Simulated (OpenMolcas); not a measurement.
## V2+: effect of the metal basis

V2+ with its 6 nearest oxide ions at 2.252 Å, on the Ca site of CaO (a = 4.8105 Å, distance in the model lattice 2.405 Å). The rest of the host is ab initio model potentials to 7.6 Å and point charges beyond; the distance is set by hand and nothing relaxes.

| Item | Value |
| --- | --- |
| Program | OpenMolcas 26.06 |
| Method | SS-CASPT2, IPEA 0.25 Eh, imaginary shift 0.1 Eh (closed shells correlated: 3s 3p and the ligand valence shells) |
| Spin-orbit coupling | state interaction with AMFI integrals over the reference wave functions |

Fixed: ligand basis ANO-RCC-VDZP, active space 3 electrons in 5 orbitals (3d), DKH2 Hamiltonian.

States (labels of O, the rotations of Oh). Energies in cm-1 above the lowest state or level, χT in cm3 K/mol; 10Dq and B are least-squares fits to the states below 45000 cm-1, weighted by degeneracy, with a free offset, and given where the rms deviation is under 5 % of |10Dq| (or 100 cm-1) and under 700 cm-1.

```tsv
Run	Metal basis	Ground state	First state of that spin	10Dq	B (rms of fit)	First gap with spin-orbit (degeneracies)	χT at 300 K	First state of another spin	Cost
A	ANO-RCC-VDZP	4A2	4T2 13080	13404	721 (598)	12710 (4, 4)	1.859	2E 12820	roughly 2.8 core-minutes
B	ANO-RCC-VTZP	4A2	4T2 12810			11660 (4, 4)	1.859	2E 11690	roughly 8 core-minutes
```

Against A, the first state of the same spin changes by -2.1 % in B.

Costs are those of the CASPT2 steps.

Roots that are degenerate in the reference are averaged as groups; the widest CASPT2 spread within a group is 550 cm-1 (the 3-fold group of multiplicity 2 near 26500 cm-1 above the lowest state of its run, A). Shifts and gaps below about the spread of the groups concerned are not significant. Over all roots computed the reference weight is 0.71 to 0.72 in A, 0.70 to 0.71 in B; a low but even weight reflects the number of correlated electrons. Ligand-to-metal charge-transfer states are missing. With no ligand orbital active B as a rule stays too high, so bands that hang on it stand too high and its fall with covalency is understated. With one d shell and no ligand orbital active, 10Dq can be off by tens of per cent for divalent 3d ions, low with halides held by bare charges and at times high in hosts. Free-ion shares, where given, are those of the reference states; single-state CASPT2 does not remix them. These CASPT2 states fit no ligand-field parameters well, so their order and spin gaps are uncertain (holds for B). No measured value stands beside these numbers; the geometry was set by hand and not optimised.
